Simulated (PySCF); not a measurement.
`[H]/N=C(\C#CC)CF`. Computed geometry: GFN2-xTB, gas phase.

```
atom  x, y, z in Å
C1     2.7195    0.2881    0.2656
C2     1.3006    0.2322    0.0237
C3     0.1134    0.1646   -0.1688
C4    -1.2833    0.1512   -0.4260
N5    -1.8916    0.8545   -1.2840
C6    -2.1042   -0.8177    0.3896
F7    -1.5503   -1.0519    1.6211
H8     3.2612    0.1632   -0.6718
H9     2.9805    1.2552    0.6950
H10    3.0120   -0.5000    0.9584
H11   -1.2941    1.4687   -1.8324
H12   -3.1134   -0.4239    0.5400
H13   -2.1546   -1.7841   -0.1281
```

Task: What is the longest distance between nuclei?

Result: H8···H12, 6.52 Å; the next longest distance is 6.32 Å.

Task: How far are the heavy atoms from their best plane (unweighted least squares)?

Result: 0.131 Å rms; C1 0.00, C2 0.01, C3 0.04, C4 0.03, N5 0.13, C6 0.25, F7 0.20 Å (magnitudes).

Task: Work out the bond lengths C1–H9, C4=N5, C4–C6, C6–H12 in Å.

Result: For C1–H9 the difference vector is (0.2610, 0.9671, 0.4294) Å, of length 1.0899 Å. C1–H9 1.090; C4=N5 1.265; C4–C6 1.509; C6–H12 1.094 Å.

Task: How far apart are these pairs, which share no bond: C1···H12, C2···N5, C3···H13, C4···F7, F7···H12, H10···H13?

Result: C1···H12 5.883 Å (5 bonds apart); C2···N5 3.505 Å (3 bonds apart); C3···H13 2.990 Å (3 bonds apart); C4···F7 2.389 Å (2 bonds apart); F7···H12 2.002 Å (2 bonds apart); H10···H13 5.434 Å (6 bonds apart).

Task: What is the repulsion energy of the bare nuclei, Σ ZA·ZB/RAB?

Result: 263.72 Eh over 78 pairs, with full nuclear charges and distances in bohr; the largest single term is 20.85 Eh (C6 with F7).

Task: Give the dihedral angles C6–C4–N5–H11, C3–C4–C6–H12, C3–C4–C6–H13, N5–C4–C6–H13, N5–C4–C6–F7.

Result: C6–C4–N5–H11 -178° (antiperiplanar); C3–C4–C6–H12 150°; C3–C4–C6–H13 -89° (synclinal); N5–C4–C6–H13 89° (synclinal); N5–C4–C6–F7 -152° (antiperiplanar). Dihedral signs follow IUPAC: positive where, seen along the central bond, the front bond turns clockwise onto the rear one.

Task: Write the matrix of distances between heavy atoms (Å, lower triangle).

Result: 
```
C1    0.000
C2    1.440  0.000
C3    2.645  1.205  0.000
C4    4.064  2.624  1.420  0.000
N5    4.897  3.505  2.396  1.265  0.000
C6    4.950  3.582  2.489  1.509  2.375  0.000
F7    4.676  3.511  2.730  2.389  3.491  1.370  0.000
```

Whether it is a minimum is left open (no frequencies). The numbers are those of one conformer.
